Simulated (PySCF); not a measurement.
C4H9NSi, SMILES [SiH3]N1CC=CC1.

The structure is a stationary point at r2SCAN-D4/def2-SVP. This is a generated structure with no PubChem entry under its InChIKey; it may be hypothetical. The values are those of a single conformer.

Calculation: r2SCAN/def2-TZVP in PySCF.

Symmetry labels are those of the subgroup Cs that the program uses (full group Cs).

Task: List the valence orbital energies around the gap with their symmetry. (An estimate is asked for; the answer gives what the named calculation found.)

Result: 
```csv
orbital,symmetry,energy (eV)
HOMO−7,A",-10.13
HOMO−6,A',-9.97
HOMO−5,A",-9.13
HOMO−4,A',-9.02
HOMO−3,A',-8.51
HOMO−2,A",-8.38
HOMO−1,A',-6.51
HOMO,A',-5.11
LUMO,A",-0.52
LUMO+1,A',0.25
LUMO+2,A",1.14
LUMO+3,A',1.27
```
